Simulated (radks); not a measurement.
Question: Valence configurations of In I (all share [Kr]). All-electron calculation, scalar-relativistic Kohn-Sham, PBE, spin-polarised, spherical densities, finite nucleus; open shells are filled with parallel spins first (spin-orbit coupling, left out, can overturn this in heavy ions); Fermi nuclear charge, rms radius 4.6156 fm. Program: a radial shooting solver on a logarithmic mesh with Libxc functionals. Order these by energy: 4d9.5 5s2 5p1.5; 4d10 5p3; 4d9 5p4; 4d10 5s2 5p1; 4d10 5s0.5 5p2.5; 4d8 5s2 5p3; 4d10 5s1.5 5p1.5; 4d9 5s1.5 5p2.5; 4d9 5s2 5p2; 4d10 5s1 5p2.

Answer: From the lowest, in eV above it: 4d10 5s2 5p1 0.000; 4d10 5s1.5 5p1.5 2.422; 4d10 5s1 5p2 4.609; 4d10 5s0.5 5p2.5 7.647; 4d9.5 5s2 5p1.5 8.327; 4d10 5p3 10.727; 4d9 5s2 5p2 17.547; 4d9 5s1.5 5p2.5 20.015; 4d9 5p4 31.154; 4d8 5s2 5p3 38.632. NIST lists [Kr] 4d10 5s2 5p1 as the ground configuration; this level of theory agrees among the configurations tried. The energies are those of spherical high-spin densities, not of single terms.
